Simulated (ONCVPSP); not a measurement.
## An all-electron radial function and its pseudo partner (Cu)

Columns: radius, all-electron u(r) and pseudo u(r) of the 3s shell (level -114.40 eV) of copper in the configuration [Ne] 3s2 3p6 3d10 4s1; PBEsol, scalar-relativistic, ONCV scheme, ONCVPSP 4.0.1.

| r (bohr) | all-electron | pseudo |
| --- | --- | --- |
| 0.047 | 0.2612 | 0.0815 |
| 0.095 | -0.3433 | 0.1703 |
| 0.142 | -0.6773 | 0.2672 |
| 0.190 | -0.6513 | 0.3787 |
| 0.237 | -0.3922 | 0.4998 |
| 0.285 | -0.0250 | 0.6325 |
| 0.332 | 0.3429 | 0.7659 |
| 0.380 | 0.6744 | 0.8987 |
| 0.427 | 0.9325 | 1.0179 |
| 0.475 | 1.1226 | 1.1210 |
| 0.522 | 1.2421 | 1.1982 |
| 0.570 | 1.3059 | 1.2492 |
| 0.617 | 1.3223 | 1.2704 |
| 0.665 | 1.3035 | 1.2642 |
| 0.712 | 1.2596 | 1.2339 |
| 0.760 | 1.1971 | 1.1829 |
| 0.807 | 1.1247 | 1.1182 |
| 0.855 | 1.0446 | 1.0425 |
| 0.902 | 0.9638 | 0.9633 |
| 0.950 | 0.8817 | 0.8814 |
| 0.997 | 0.8035 | 0.8033 |
| 1.045 | 0.7272 | 0.7271 |
| 1.092 | 0.6570 | 0.6568 |
| 1.140 | 0.5901 | 0.5900 |
| 1.187 | 0.5297 | 0.5296 |
| 1.235 | 0.4731 | 0.4730 |

How many radial nodes do the two functions have?

The all-electron 3s function has n − l − 1 = 2; the pseudo-wave has 0, since the states of the same l below it are removed with the core.

At about which radius was the pseudo-wave matched?

0.95 bohr, where the columns begin to agree (steps of 0.05 bohr).

Is the pseudo-wave norm-conserving?

Yes: the ONCV scheme keeps the norm inside the radius equal to the all-electron one, which fixes the energy derivative of the logarithmic derivative at the level.
